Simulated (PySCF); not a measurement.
Working out the ionisation energy of Mn²⁺

Mn²⁺ [Ar] 3d5 (6S) → Mn³⁺ [Ar] 3d4 (5D). Computed with PySCF 2.14 in jorge-DZP-DKH, with scalar relativity by spin-free X2C-1e. Frozen: [Ar]. Energies in hartree (1 hartree = 27.21139 eV):

```csv
part,Mn²⁺ (lower),Mn³⁺ (upper)
UHF,-1156.385496,-1155.215771
MP2 opposite-spin,0.000000,0.000000
MP2 same-spin,-0.028104,-0.013719
```

What does Hartree-Fock give?

(-1155.215771) − (-1156.385496) = 1.169725 hartree = 31.830 eV.

What do MP2 and SCS-MP2 (6/5 opposite-spin, 1/3 same-spin) give?

The opposite-spin parts differ by 0.000 eV and the same-spin parts by 0.391 eV. MP2: 31.830 + (0.000) + (0.391) = 32.221 eV. SCS-MP2: 31.830 + 1.2 × (0.000) + (0.391)/3 = 31.960 eV.

Reference: 33.668 ± 0.012 eV (measured; NIST Atomic Spectra Database, ionization energies), between the lowest levels; spin-orbit coupling is absent from the calculation.

A double-zeta basis recovers only part of the correlation energy.

What remains against the reference includes basis incompleteness, the frozen core and correlation beyond second order.
